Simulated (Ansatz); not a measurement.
Consider the ligand exchange at the Al–S bond: `[OH][Al]([SH])[SH]` + NH₃ → `[NH2][Al]([OH])[SH]` + H₂S.

Gas-phase electronic energies from Ansatz, PBE0-D4/def2-TZVP geometries. CBS: MP2 limit from def2 TZ/QZ plus the TZ coupled-cluster correction, frozen cores. This one scheme is used for every species. Functionals use def2-TZVPP. One conformer a species, not always the lowest.

`[OH][Al]([SH])[SH]`:

Z-matrix (Å, degrees):
```
Al
S 1 2.173
S 1 2.182 2 124.1
O 1 1.685 2 115.7 3 180.0
H 2 1.344 1 93.2 3 -0.0
H 3 1.343 1 93.9 2 -0.0
H 4 0.955 1 125.4 2 180.0
```

NH₃:

Z-matrix (Å, degrees):
```
N
H 1 1.013
H 1 1.013 2 107.1
H 1 1.013 2 107.1 3 -114.5
```

`[NH2][Al]([OH])[SH]`:

```xyz
8

N    -1.559    0.076   -0.119
Al    0.188   -0.081    0.032
O     1.270    1.201   -0.196
S     1.048   -2.017    0.536
H    -2.055    0.921   -0.348
H    -2.208   -0.683    0.015
H     1.023    2.096   -0.419
H     2.294   -1.513    0.500
```

H₂S:

```xyz
3

S    -0.610   -0.043   -0.097
H     0.384    0.616   -0.710
H     0.226   -0.574    0.807
```

CCSD(T)/CBS gives +5.9 kcal/mol.

Another level gave +5.5 kcal/mol. Which?
A. HF/def2-TZVPP
B. CCSD(T)/def2-TZVPP
C. B97M-V/def2-TZVPP
D. revPBE/def2-TZVPP

B. CCSD(T)/def2-TZVPP 5.5, B97M-V 6.4, revPBE 7.4, HF/def2-TZVPP 4.5 kcal/mol.

What do rigid-rotor, harmonic-oscillator terms from PBE0-D4/def2-TZVP frequencies (298.15 K, 1 bar) make of the CCSD(T)/CBS value? (Estimate.)

Computed: ΔZPE = -2.1 kcal/mol, ΔH = +3.8 kcal/mol, ΔS = 3 J/(mol·K), ΔG = +3.5 kcal/mol.

Largest T1 diagnostic among the species: 0.012.

Leaving LDA and LC-ωPBE aside and taking each functional with its dispersion term where it has one, the values, not all of them listed here, spread over 3.4 kcal/mol, from CAM-B3LYP-D4 to revPBE-D4. LDA lies −1.3 kcal/mol from PBE without D4. At CCSD(T), def2-SVP lies −1.2 kcal/mol from the extrapolated value and def2-TZVPP −0.4 kcal/mol. In def2-TZVPP, CCSD(T) changes the Hartree–Fock value by +1.0 kcal/mol (the triples alone add +0.5 kcal/mol) and MP2 by +1.5 kcal/mol.
